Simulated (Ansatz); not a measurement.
Ideal-gas functions of `O=[C]1[O][Al]1[F]` at 800 K and 1 bar, from an Ansatz frequency run at PBE0-D4/def2-TZVP.

Molar mass 89.99 g/mol, point group Cs (symmetry number 1), electronic degeneracy 1, moments of inertia 21.509, 227.945, 249.455 u Å². Harmonic wavenumbers (cm⁻¹, unscaled): 134, 143, 396, 442, 493, 738, 911, 1042, 1950.

Use S(trans) = R[1.5 ln M + 2.5 ln T − 1.1517]; rotational temperatures θ = 24.2544 K / I; S(rot) = R[ln(√π/σ · √(T³/θAθBθC)) + 1.5]; for each mode x = 1.438777 ν̃/T, S = R[x/(eˣ − 1) − ln(1 − e⁻ˣ)] and H = RT x/(eˣ − 1); 1 cm⁻¹ = 0.0119627 kJ/mol; R = 8.31446 J/(mol·K).

By hand: the entropy, in J/(mol·K).

Translation 185.5. Rotation: θ = 1.1276, 0.1064, 0.0972 K, giving 119.1. Vibration, mode by mode: 20.17, 19.63, 11.31, 10.44, 9.58, 6.55, 5.08, 4.21, 1.15, in all 88.1. Electronic 0.0. Sum 392.7 J/(mol·K).

By hand: H − E and G − E in kJ/mol, counted from the electronic energy.

Zero-point energy ½ × 6249 × 0.0119627 = 37.4; thermal vibration 33.6; translation, rotation and pV give 4 RT = 26.6. H − E = 97.6 kJ/mol, and G − E = 97.6 − 800 × 392.7/1000 = -216.6 kJ/mol.

Vibration gives 22 % of the entropy, 39.8 J/(mol·K) of it from the modes under 150 cm⁻¹: soft modes count most, and the harmonic formula is weakest for them.
